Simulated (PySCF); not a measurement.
Compound: C₆H₉F.
Geometry (PBE0-D3(BJ)/def2-SVP, Å), atoms numbered from 1 in this order:
```xyz
16
C6H9F angstrom
C      2.5735    0.8802    0.8681
C      1.7138    0.2108    0.1450
C      0.8508   -0.4682   -0.5669
C     -0.6426   -0.2342   -0.6065
C     -1.0599    1.0802    0.0197
C     -1.3792   -1.4226   -0.0107
F     -0.9944   -0.1828   -1.9573
H      2.8142    0.5708    1.8913
H      3.0796    1.7676    0.4734
H      1.2069   -1.2983   -1.1905
H     -2.1481    1.2048   -0.0725
H     -0.7870    1.1125    1.0835
H     -0.5631    1.9158   -0.4923
H     -1.1599   -1.5183    1.0622
H     -1.0753   -2.3519   -0.5139
H     -2.4636   -1.2940   -0.1450
```

The calculation used PySCF 2.14.0, PBE0-D3(BJ)/def2-SVP geometry optimisation, gas phase.

Masses are those of the commonest isotopes; rigid-rotor values at the optimised geometry. The values belong to one conformer with, in the numbering `[CH2:1]=[C:2]=[CH:3][C:4]([CH3:5])([CH3:6])[F:7]`, C2–C3–C4–C5 13°.

Problem. Give the principal moments of inertia and the rotational constants in cm⁻¹.

Solution. Ia = 110.01, Ib = 317.02, Ic = 321.93 u·Å²; 505379 MHz·u·Å²/I gives 4594, 1594 and 1570 MHz, that is A = 0.15324, B = 0.05318, C = 0.05237 cm⁻¹.

Problem. Classify the top.

Solution. A near-prolate asymmetric top; Ray's κ = -0.984.

Problem. Is it planar, by Δ = Ic − Ia − Ib?

Solution. Not planar: Δ = Ic − Ia − Ib = -105.10 u·Å². For a rigid frame Δ = −2 Σ m c², so Σ m c² = 52.55 u·Å² lies off the ab plane: 11.35 from hydrogen and 41.20 from heavier atoms. The atom farthest from that plane is 2.14 Å away.

Problem. Give the other two planar moments, Paa and Pbb, and the rms extents of the mass along the axes.

Solution. Paa = Σ m a² = (Ib + Ic − Ia)/2 = 264.47 and Pbb = Σ m b² = (Ia + Ic − Ib)/2 = 57.46 u·Å². With the mass M = 100.07 u, the rms extents √(P/M) along a, b and c are 1.63, 0.76, 0.72 Å.

Problem. Which types of transition are allowed, and where do some lines up to J = 5 fall?

Solution. The dipole components are |μa| = 0.98 D, |μb| = 0.24 D, |μc| = 1.53 D. Intensities carry the squares of the components, which stand as 0.41 : 0.03 : 1.00 (a : b : c). Some lines, for components of 0.1 D or more:

```
type  branch         J(Ka,Kc)    MHz  lower level (cm⁻¹)
   b       R  3(1,2) ← 2(2,1)    529               0.718
   c       Q  5(1,5) ← 5(0,5)   2834               1.583
   c       Q  4(1,4) ← 4(0,4)   2892               1.055
   c       R  1(1,0) ← 0(0,0)   6188               0.000
   c       Q  5(2,4) ← 5(1,4)   8854               1.690
   c       Q  4(2,3) ← 4(1,3)   8915               1.160
   b       Q  4(2,2) ← 4(1,3)   8917               1.160
   c       Q  3(2,2) ← 3(1,2)   8963               0.736
   b       Q  3(2,2) ← 3(1,3)   9109               0.731
   b       R  2(1,2) ← 1(0,1)   9304               0.106
   b       R  3(1,3) ← 2(0,2)  12431               0.317
   a       R  4(3,1) ← 3(3,0)  12656               1.537
   b       Q  3(3,0) ← 3(2,1)  15059               1.035
   c       R  2(2,1) ← 1(1,1)  15376               0.206
   b       R  2(2,0) ← 1(1,1)  15376               0.206
   a       R  5(1,4) ← 4(1,3)  15880               1.160
   c       Q  4(4,1) ← 4(3,1)  21084               1.960
   b       Q  4(4,1) ← 4(3,2)  21084               1.960
   b       R  3(3,1) ← 2(2,0)  24552               0.719
   c       R  3(3,1) ← 2(2,1)  24552               0.718
   c       R  5(2,3) ← 4(1,3)  24740               1.160
   c       Q  5(5,1) ← 5(4,1)  27108               3.191
   b       R  4(3,2) ← 3(2,1)  27716               1.035
   b       R  5(3,3) ← 4(2,2)  30879               1.457
   c       R  5(3,2) ← 4(2,2)  30879               1.457
   b       R  5(4,2) ← 4(3,1)  36904               1.960
   c       R  5(4,2) ← 4(3,2)  36904               1.960
```

Problem. Estimate the classical rotational partition function at 10 K, 25 K and 298.15 K.

Solution. Point group C1, symmetry number σ = 1; q = (√π/σ)·√((kT/h)³/(ABC)), k/h = 20836.6 MHz/K: 1570 at 10 K, 6210 at 25 K, 256000 at 298.15 K.

Whether it is a minimum is left open (no frequencies). No vibrational averaging or centrifugal distortion is included, and the geometry carries the error of its method. A rigid rotor knows nothing of internal rotation, which can split or shift real lines.

The run took 99 s wall on one thread of an Arm Neoverse N1, no GPU (shared host), and the process peaked at 0.67 GiB of memory. That covers the optimisation of the geometry.
